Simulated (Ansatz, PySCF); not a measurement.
Cd(Br)(SeH) (BrCdHSe), SMILES [SeH][Cd][Br].

Geometry: r2SCAN-D4/def2-SVP. The structure was generated by enumeration; whether it is a known compound was not checked. The def2 effective core potentials stand for the cores of Cd; spin–orbit coupling is left out. One conformer was computed; it need not be the lowest.

Vertical ionisation energy (IE) and electron affinity (EA) in eV. Rows of orbital energies are one-electron estimates. Where ΔSCF, EOM or ADC give a negative EA the extra electron is unbound and the value depends on the basis.

```json
[
 {"level": "−ε(HOMO), −ε(LUMO), r2SCAN/def2-TZVPD (PySCF)", "IE": "6.43", "EA": "2.57"},
 {"level": "−ε(HOMO), −ε(LUMO), PBE/def2-TZVPD (PySCF)", "IE": "6.18", "EA": "2.79"},
 {"level": "ΔSCF, CAM-B3LYP/def2-SVPD (Ansatz), final states of multiplicity 2 and 2", "IE": "9.45", "EA": "0.46"},
 {"level": "ΔSCF, PBE/def2-SVPD (Ansatz), final states of multiplicity 2 and 2", "IE": "9.04", "EA": "0.54"}
]
```

Problem. What vertical singlet–triplet gap does ΔSCF give with CAM-B3LYP/def2-SVPD (Ansatz, a quantum-chemistry and plane-wave program) and with PBE/def2-SVPD (Ansatz)? (An estimate is asked for; the answer gives what the named calculation found.)

Solution. 3.97 and 3.56 eV (triplet above singlet where positive).
